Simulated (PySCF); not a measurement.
## PySCF run on NaI⁺

Input:

```python
from pyscf import gto, scf

mol = gto.M(
    atom='Na 0 0 0; I 0 0 2.637',
    basis='def2-svp',
    ecp={'I': 'def2-svp'},
    charge=1,
    spin=1,
    verbose=4,
)
mf = scf.UHF(mol)
mf.kernel()
mf.nuc_grad_method().kernel()
mf.dip_moment()
print('orbital energies (hartree):', [e[max(0, n-3):n+3].round(4) for e, n in zip(mf.mo_energy, mol.nelec)])
```

```bash
$ OMP_NUM_THREADS=1 python input.py
```

It prints (some set-up lines and the per-cycle HOMO/LUMO lines with their warnings removed):

```
PySCF version 2.14.0

[INPUT] Symbol           X                Y                Z      unit          X                Y                Z       unit  Magmom
[INPUT]  1 Na     0.000000000000   0.000000000000   0.000000000000 AA    0.000000000000   0.000000000000   0.000000000000 Bohr   0.0
[INPUT]  2 I      0.000000000000   0.000000000000   2.637000000000 AA    0.000000000000   0.000000000000   4.983207790478 Bohr   0.0

nuclear repulsion = 55.1853367474403
number of shells = 17
number of NR pGTOs = 94
number of NR cGTOs = 41
basis = def2-svp
ecp = {'I': 'def2-svp'}

******** <class 'pyscf.scf.uhf.UHF'> ********
method = UHF
initial guess = minao
damping factor = 0
level_shift factor = 0
DIIS = <class 'pyscf.scf.diis.CDIIS'>
SCF conv_tol = 1e-09
SCF max_cycles = 50
number electrons alpha = 18  beta = 17
init E= -426.405035624297

cycle= 1 E= -457.656764967555  delta_E= -31.3  |g|= 1.33  |ddm|= 5.25
cycle= 2 E= -458.227583106741  delta_E= -0.571  |g|= 0.393  |ddm|= 2.73
cycle= 3 E= -458.261633121133  delta_E= -0.0341  |g|= 0.0144  |ddm|= 0.399
cycle= 4 E= -458.261801927029  delta_E= -0.000169  |g|= 0.0032  |ddm|= 0.0385
cycle= 5 E= -458.261814011446  delta_E= -1.21e-05  |g|= 0.000619  |ddm|= 0.0105
cycle= 6 E= -458.261814564949  delta_E= -5.54e-07  |g|= 0.00019  |ddm|= 0.00202
cycle= 7 E= -458.26181463968  delta_E= -7.47e-08  |g|= 4.32e-05  |ddm|= 0.00084
cycle= 8 E= -458.261814644127  delta_E= -4.45e-09  |g|= 6.74e-06  |ddm|= 0.00022
cycle= 9 E= -458.261814644231  delta_E= -1.04e-10  |g|= 1.71e-06  |ddm|= 3.17e-05
Extra cycle  E= -458.261814644236  delta_E= -5e-12  |g|= 8.3e-07  |ddm|= 5.37e-06
converged SCF energy = -458.261814644236  <S^2> = 0.75601671  2S+1 = 2.0060077

******** <class 'pyscf.grad.uhf.Gradients'> for <class 'pyscf.scf.uhf.UHF'> ********
unit = Eh/Bohr
--------------- UHF gradients ---------------
         x                y                z
0 Na     0.0000000000    -0.0000000000     0.0358710076
1 I    -0.0000000000     0.0000000000    -0.0358710076
----------------------------------------------

WARN: System has nonzero charge 1; the dipole moment is origin-dependent.
Location of origin: [0. 0. 0.]

Dipole moment(X, Y, Z, Debye):  0.00000, -0.00000,  1.84264
orbital energies (hartree): [array([-0.6456, -0.6093, -0.5881, -0.1482, -0.0846, -0.0787]), array([-1.0308, -0.5892, -0.5678, -0.2409, -0.1474, -0.0784])]
```

In short: E(SCF) = -458.261815 Eh, 9 cycles, ⟨S²⟩ = 0.756, gradient on the second atom -0.0359 Eh/bohr.

Run time: 2.1 s on 1 thread of Arm Neoverse V1 (shared host).

The bond length is a typed value, not an optimised one. The dipole of an ion depends on the origin. No search for the lowest solution was made.
